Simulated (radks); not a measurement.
The numbers below are computed, except where a source is named.
Cr10+, configuration [Ne] 3s2 3p1.75 3d0.25 (fractional occupations, a model configuration). Code: a radial shooting solver on a logarithmic mesh with Libxc functionals. Model: scalar-relativistic Kohn-Sham, SCAN, spin-unpolarised, spherical densities, finite nucleus; meta-GGA in the generalised Kohn-Sham scheme; Fermi nuclear charge, rms radius 3.6452 fm.

Unscreened Slater integrals over Kohn-Sham orbitals (cm^-1).

integral    value
F0(3d,3d)  260430
F2(3d,3d)  132430
F4(3d,3d)   85161
F0(3d,3p)  252340
F2(3d,3p)  125110
G1(3d,3p)  145250
G3(3d,3p)   93805
F0(3d,3s)  253180
G2(3d,3s)  113150
F0(3d,2p)  337480
F2(3d,2p)   83494
G1(3d,2p)   69114
G3(3d,2p)   39449
F0(3p,3p)  248090
F2(3p,3p)  126660
F0(3p,3s)  248580
G1(3p,3s)  165630
F0(3p,2p)  330930
F2(3p,2p)   74503
G0(3p,2p)   30071
G2(3p,2p)   31834
F0(3s,3s)  249410
F0(3s,2p)  327630
G1(3s,2p)   30369
F0(2p,2p)  779180
F2(2p,2p)  367030

Derived for the open shells (J is the average intra-shell exchange parameter used in DFT+U). 3p: J = F2/5 = 25330 cm^-1. 3d: Racah B = F2/49 - 5 F4/441 = 1737 cm^-1, C = 35 F4/441 = 6759 cm^-1, C/B = 3.89, F4/F2 = 0.643, J = (F2 + F4)/14 = 15540 cm^-1.
